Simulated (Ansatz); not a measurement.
Relaxation of C₂H₈SSi₂ (13 atoms, charge 0, multiplicity 1), to a largest force component of 0.02 eV/Å in at most 50 steps.

Computed with RKS r2SCAN-D4/6-31G* (Ansatz).

```xyz
13
Properties=species:S:1:pos:R:3
Si -1.307 0.731 0.915
C 0.399 0.247 1.065
Si 0.693 -0.978 -0.293
C 0.706 -0.280 -2.020
S 1.708 0.888 -2.498
H -1.671 1.825 1.919
H -1.598 1.345 -0.438
H -2.235 -0.354 1.110
H 1.083 1.123 1.025
H 0.581 -0.202 2.070
H -0.228 -2.122 -0.131
H 1.758 -0.551 -2.104
H -0.196 -0.686 -2.685
```

Problem. Where does it end, and by what steps?

Solution. The forces met the threshold. The force dipped under the threshold on the way, but the program's further checks kept it going. After 28 steps the energy has fallen by 5.100 eV; H13 moved furthest, 2.04 Å. Parted: S5–H12 (1.49 → 2.52 Å). Joined: Si3–S5 (3.06 → 2.11 Å).

| step | energy less start (eV) | largest force component (eV/Å) | accepted |
| --- | --- | --- | --- |
| 0 | 0.0000 | 7.644 | yes |
| 1 | -1.1022 | 3.597 | yes |
| 2 | -1.7400 | 0.845 | yes |
| 3 | -1.9293 | 1.316 | yes |
| 4 | -2.1531 | 1.079 | yes |
| 5 | -2.2744 | 0.826 | yes |
| 6 | -2.3314 | 0.509 | yes |
| 7 | -2.4011 | 1.005 | yes |
| 8 | -2.6158 | 0.975 | yes |
| 9 | -2.8451 | 1.252 | yes |
| 10 | -3.1768 | 1.044 | yes |
| 11 | -3.7063 | 1.351 | yes |
| 12 | -4.3392 | 1.080 | yes |
| 13 | -4.4787 | 2.229 | yes |
| 14 | -4.7825 | 0.461 | yes |
| 15 | -4.9166 | 0.392 | yes |
| 16 | -5.0110 | 0.358 | yes |
| 17 | -5.0504 | 0.340 | yes |
| 18 | -5.0742 | 0.281 | yes |
| 19 | -5.0826 | 0.277 | yes |
| 20 | -5.0918 | 0.082 | yes |
| 21 | -5.0959 | 0.017 | yes |
| 22 | -5.0968 | 0.035 | yes |
| 23 | -5.0978 | 0.048 | yes |
| 24 | -5.0988 | 0.062 | yes |
| 25 | -5.0993 | 0.055 | yes |
| 26 | -5.0997 | 0.043 | yes |
| 27 | -5.0999 | 0.033 | yes |
| 28 | -5.1000 | 0.014 | yes |

```xyz
13
Properties=species:S:1:pos:R:3
Si -1.388 1.064 1.309
C 0.236 0.256 0.784
Si 0.093 -0.718 -0.802
C 1.451 -0.722 -2.060
S -0.023 0.314 -2.635
H -1.236 1.752 2.622
H -1.821 2.057 0.290
H -2.448 0.025 1.444
H 0.999 1.035 0.647
H 0.582 -0.413 1.586
H -0.724 -1.949 -0.660
H 2.347 -0.123 -1.898
H 1.626 -1.594 -2.691
```

Whether the end is a true minimum wasn't checked by a vibrational analysis.

Time of the run: 4 min on 2 threads of Intel(R) Xeon(R) Processor @ 2.50GHz (Skylake/Cascade Lake), with other jobs on the host, peak memory 0.2 GiB.
